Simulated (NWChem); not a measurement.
Species: BaCl, doublet; SMILES [Cl][Ba]

```xyz
2

Ba     0.0000     0.0000    -0.6929
Cl     0.0000     0.0000     2.0362
```
Atoms are numbered in this order, from 1.

All runs use the structure optimised with PBE0/def2-SVP, spin-unrestricted. This spin state was assumed; another may lie lower. No stability test was run on the SCF state. def2 effective core potentials on Ba; no spin-orbit coupling.

Task: List the 4 lowest vertical excitations from BHandHLYP/def2-SVPD with def2 effective core potentials on Ba, spin-unrestricted, TDA (NWChem).

Result: 
```json
[
 {"state": "state 1", "energy (eV)": "1.10", "oscillator strength": "0.000", "<S²>": "0.75"},
 {"state": "state 2", "energy (eV)": "1.10", "oscillator strength": "0.000", "<S²>": "0.75"},
 {"state": "state 3", "energy (eV)": "1.35", "oscillator strength": "0.117", "<S²>": "0.75"},
 {"state": "state 4", "energy (eV)": "1.35", "oscillator strength": "0.117", "<S²>": "0.75"}
]
```
